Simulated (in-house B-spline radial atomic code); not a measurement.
Configurations of Ga3+, with energies counted from [Ar] 3d10. All numbers are computed (scalar-relativistic (X2C) HSE06, spin-polarised, spherical fractional occupations, exact exchange averaged over the configuration; Fermi nucleus of rms radius 3.9973 fm) with an all-electron radial atomic-structure program (B-spline basis), not measured. Shells without spins written out take the highest spin.

Occupations are held fixed; configurations that lie above the ionisation limit could autoionise.

```csv
configuration,E - E(ref) (eV),highest orbital,its <r> (bohr)
[Ar] 3d9 4p1,27.825,4p up,2.181
[Ar] 3d9 4f1,49.157,4f up,4.341
[Ne] 3s2 3p5 3d10 4s1,101.04,4s up,1.89
[Ne] 3s2 3p5 3d10 4d1,124.21,4d up,3.013
```

Q: Order these further configurations by energy, lowest first.
A. [Ar] 3d9 4d1
B. [Ne] 3s2 3p5 3d10 4f1
C. [Ne] 3s2 3p5 3d10 4p1
D. [Ar] 3d9 4s1

A: D (17.86 eV), A (40.944 eV), C (111.04 eV), B (132.46 eV).
